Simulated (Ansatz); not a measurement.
`[F][InH][GeH3]` + `F[SiH](Cl)Cl` → `F[Si](Cl)(Cl)[GeH3]` + `[F][InH2]`  (formal exchange of groups at a Ge–In bond)

Gas-phase electronic energies from Ansatz, PBE0-D4/def2-TZVP geometries. CCSD(T)/CBS adds triple-zeta CCSD(T) − MP2 to the extrapolated MP2 energy (def2 sets, frozen cores). DFT in def2-TZVPP. Elements past krypton have def2 core potentials. For Ge, In outer-core shells are correlated without core-valence functions, which leaves a few kJ/mol of doubt a bond. Scalar relativity is left out up to krypton.

`[F][InH][GeH3]`:

Cartesian coordinates in Å:
```
F 0.055 1.313 -2.382
In 1.013 0.510 -0.865
Ge -0.681 -0.465 0.831
H 2.705 0.668 -1.097
H -0.066 -0.566 2.236
H -1.936 0.417 0.895
H -1.090 -1.878 0.383
```

`F[SiH](Cl)Cl`:

Z-matrix (Å, degrees):
```
Si
F 1 1.581
Cl 1 2.024 2 108.4
Cl 1 2.024 2 108.4 3 119.6
H 1 1.467 2 109.1 3 -120.2
```

`F[Si](Cl)(Cl)[GeH3]`:

```xyz
8

F     2.198    0.577   -0.022
Si    0.908   -0.114   -0.638
Cl    0.594    0.729   -2.467
Cl    1.349   -2.087   -0.891
Ge   -0.966    0.180    0.784
H    -1.246    1.679    0.945
H    -0.666   -0.451    2.149
H    -2.172   -0.512    0.139
```

`[F][InH2]`:

Z-matrix (Å, degrees):
```
In
F 1 1.961
H 1 1.702 2 110.4
H 1 1.702 2 110.4 3 180.0
```

```csv
species,B97M-V energy (Eh)
`[F][InH][GeH3]`,-2369.03799
`F[SiH](Cl)Cl`,-1310.24661
`F[Si](Cl)(Cl)[GeH3]`,-3388.07244
`[F][InH2]`,-291.20078
```

Work out ΔE.

ΔE = (-3388.07244) + (-291.20078) − (-2369.03799) − (-1310.24661) = 0.01138 Eh = +0.31 eV. CCSD(T)/CBS gives +0.48 eV.

Largest T1 diagnostic among the species: 0.016.

Leaving LDA and LC-ωPBE aside and taking each functional with its dispersion term where it has one, the values, not all of them listed here, spread over 0.18 eV, from B97M-V to B2PLYP. LDA lies −0.06 eV from PBE without D4. The D4 term adds −0.08 eV with B3LYP and −0.04 eV with PBE0; it sums over pairs of atoms, weighted by their polarisabilities, and B3LYP, whose exchange is more repulsive, gets the larger term. In def2-TZVPP, CCSD(T) changes the Hartree–Fock value by −0.09 eV (the triples alone add −0.02 eV) and MP2 by −0.05 eV.

B3LYP here is the variant with VWN-RPA as its local correlation; programs differ in this.
